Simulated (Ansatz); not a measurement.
Ansatz results at the PBE0-D4/def2-TZVP geometry: HOMO–LUMO gap (PBE0/def2-TZVPP) 7.64 eV; size of the dipole moment (ωB97M-V/def2-TZVPP) 1.39 D; HOMO–LUMO gap (PBE/def2-TZVPP) 5.40 eV.

Each molecule was computed in one conformer, which needn't be the lowest.

(1) Which molecule gave them?
A. `C=COCO`
B. `N[C](F)(F)[GeH3]`
C. `O=C1[SiH2]SS1`
D. `[AlH2]/[CH]=C/Cl`

Results:

(1) A. The others give `N[C](F)(F)[GeH3]`: 7.96, 2.92, 5.81; `[AlH2]/[CH]=C/Cl`: 5.91, 0.71, 4.01; `O=C1[SiH2]SS1`: 4.73, 2.29, 2.68.
